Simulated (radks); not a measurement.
Problem. Pr XIV, 46 electrons, occupied as [Kr] 4d10. Calculated with a radial shooting solver on a logarithmic mesh with Libxc functionals: non-relativistic Kohn-Sham, TPSS, spin-polarised, spherical densities, point nucleus; meta-GGA in the generalised Kohn-Sham scheme; relativity is left out, which matters for an element this heavy. Some entries of the table are withheld. Estimate them.

| orbital | occ. | eigenvalue (eV) | <r^2> (bohr^2) | r(max) (bohr) |
|---|---|---|---|---|
| 1s | 2 | -39967.29 | 0.0008847 | 0.01705 |
| 2s | 2 | -6437.056 | 0.01421 | 0.09369 |
| 2p | 6 | -6104.382 | 0.01062 | 0.07310 |
| 3s | 2 | -1574.849 | 0.09378 | 0.2631 |
| 3p | 6 | (1) | 0.08862 | 0.2501 |
| 3d | 10 | (2) | 0.07228 | (3) |
| 4s | 2 | -491.1052 | 0.4621 | (4) |
| 4p | 6 | -435.8056 | 0.4868 | 0.6103 |
| 4d | 10 | (5) | 0.5437 | 0.6213 |

Solution. 
(1) 3p eigenvalue (eV): -1430.356
(2) 3d eigenvalue (eV): -1162.329
(3) 3d r(max) (bohr): 0.2017
(4) 4s r(max) (bohr): 0.6026
(5) 4d eigenvalue (eV): -338.2469
